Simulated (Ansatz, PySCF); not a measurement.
CH$_{3}$N$_{2}$S (SMILES [NH]C(N)=S), doublet, geometry from GFN2-xTB. Base run: WB97X/6-31G** (PySCF).

Geometry (Å):
```xyz
7

N      0.9141    -0.9573     0.8619
C     -0.0345    -0.3568     0.2679
N     -1.3129    -0.7404     0.3967
S      0.2939     1.0308    -0.7462
H      1.8498    -0.5996     0.7396
H     -1.5203    -1.5677     0.9287
H     -2.0322    -0.3007    -0.1472
```
Charge 0, spin multiplicity 2.
Orbitals are unrestricted.
All else is at PySCF's defaults.

The same geometry, method and basis name were run in Ansatz (a program for electronic structure) and PySCF, at each program's defaults and at the settings that a row names. The base is PySCF at its defaults. Differences at the defaults can come from grids, fitting, cores and function types together.

```
code and settings                                                               ΔE vs base (µEh)  basis functions      E (Eh)  SCF cycles  dipole (D)        outcome
------------------------------------------------------------------------------  ----------------  ---------------  ----------  ----------  ----------  -------------
PySCF, defaults (exact integrals, its default grid, spherical functions)                     0.0               75  -547.49392          47        2.00      converged
Ansatz, defaults (factorised integrals, its default grid, Cartesian functions)             -4870               79  -547.49879           -           -      converged
PySCF, density fitting with def2-universal-jkfit                                           -40.7               75  -547.49396          48        2.00      converged
PySCF, fine grid                                                                               -               75           -          50           -  not converged
Ansatz, high accuracy, Cartesian functions as the basis file defines them                  -4870               79  -547.49879           -           -      converged
```

Open shells are given as the SCF converged; they aren't shown to be the lowest states, and a large step between rows can be another state.
